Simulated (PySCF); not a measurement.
**J couplings in C8H10F4Se**

Geometry (Å), atoms numbered from 1 in this order:
```xyz
23

F     1.020    3.469   -0.521
C     0.548    2.356    0.033
C     0.697    1.173   -0.553
C     0.200   -0.158   -0.059
C     1.329   -1.191   -0.024
C     2.554   -0.830    0.781
F     2.248   -0.422    2.017
F     3.272    0.141    0.208
F     3.356   -1.896    0.898
C    -0.925   -0.670   -0.978
C    -2.210    0.061   -0.630
C    -2.461   -0.129    0.858
Se   -0.697   -0.056    1.723
H     0.051    2.519    0.994
H     1.238    1.156   -1.507
H     0.946   -2.139    0.380
H     1.685   -1.384   -1.050
H    -0.639   -0.525   -2.033
H    -1.056   -1.754   -0.816
H    -3.060   -0.311   -1.225
H    -2.092    1.132   -0.858
H    -2.907   -1.111    1.074
H    -3.106    0.650    1.286
```

Method: B3LYP/pcJ-1 (pcSseg-1 on Se) (spin–dipole term only in couplings to heteroatoms)//PBE0-D3(BJ)/def2-SVP, PySCF; isolated molecule, single conformer, non-relativistic. Couplings are averaged over pairs made equivalent by symmetry, fast rotation or ring inversion, so a value needn't be that of the named pair in this geometry, while other rotamers aren't included; one pair stands for each set, and the list holds a selection of those of at least 0.8 Hz over up to four bonds, among pairs with at least one F or H atom (others weren't computed). One-bond C–F couplings come out tens of Hz too large with common functionals.

Isotopes: 13C, 19F, 1H.

| pair | bonds | J (Hz) |
| --- | --- | --- |
| F1, C2 | 1 | ? |
| C2, H14 | 1 | ? |
| C3, H15 | 1 | 158.7 |
| C5, H16 | 1 | 139.8 |
| C5, H17 | 1 | 132.6 |
| C6, F7 | 1 | -342.0 |
| C10, H18 | 1 | 136.5 |
| C10, H19 | 1 | 135.1 |
| C11, H20 | 1 | 136.8 |
| C11, H21 | 1 | 136.7 |
| C12, H22 | 1 | 149.6 |
| C12, H23 | 1 | 151.5 |
| F1, C3 | 2 | ? |
| C2, H15 | 2 | -7.2 |
| C11, H18 | 2 | -1.3 |
| C11, H19 | 2 | -3.6 |
| C12, H21 | 2 | ? |
| C3, H18 | 3 | 4.1 |
| C3, H19 | 3 | 7.0 |
| C4, H21 | 3 | 2.3 |
| C4, H23 | 3 | 2.6 |
| H18, H21 | 3 | ? |
| H19, H20 | 3 | ? |
| F1, C5 | 4 | ? |
| C2, H19 | 4 | 2.1 |
| C5, H14 | 4 | ? |

Question: Estimate the withheld couplings, with signs.

Answer: 
- 1J(F1,C2) = -341.2 Hz (bond length 1.330 Å)
- 1J(C2,H14) = 210.6 Hz (bond length 1.094 Å, sp2 carbon)
- 2J(F1,C3) = 17.0 Hz (angle at C2 121°)
- 2J(C12,H21) = -3.8 Hz (angle at C11 110°)
- 3J(H18,H21) = 4.7 Hz (dihedral angle 57°)
- 3J(H19,H20) = 4.8 Hz (dihedral angle 58°)
- 4J(F1,C5) = 2.2 Hz
- 4J(C5,H14) = -1.1 Hz

Relativistic effects of the heavier atoms present are left out.
